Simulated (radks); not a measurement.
Task: Coherent X-ray form factor from a spherical all-electron density. Calculated with a radial shooting solver on a logarithmic mesh with Libxc functionals: non-relativistic Kohn-Sham, LB94 model potential, spin-polarised, spherical densities, point nucleus.

sin(theta)/lambda (1/angstrom)  f0 (electrons)
0.05                                    30.928
0.1                                     30.713
0.15                                    30.361
0.2                                     29.884
0.25                                    29.295
0.3                                     28.608
0.4                                     27.013
0.5                                     25.236
0.6                                     23.397
0.8                                     19.848
1                                       16.705
1.25                                    13.401
1.5                                     10.753
2                                        7.318

The species is in the configuration that NIST lists as its ground one. Which atom or ion scatters so?

Result: The antimony ion Sb20+, [Ar] 3d10 4s2 4p1. Extrapolating in s^2 from the first two rows gives f0(0) = 31.0, near the electron count 31; among species with that count, the fall with angle is slower the higher Z, and the table is that of Z = 51; from so few rows the species is fixed only to a neighbour or two.
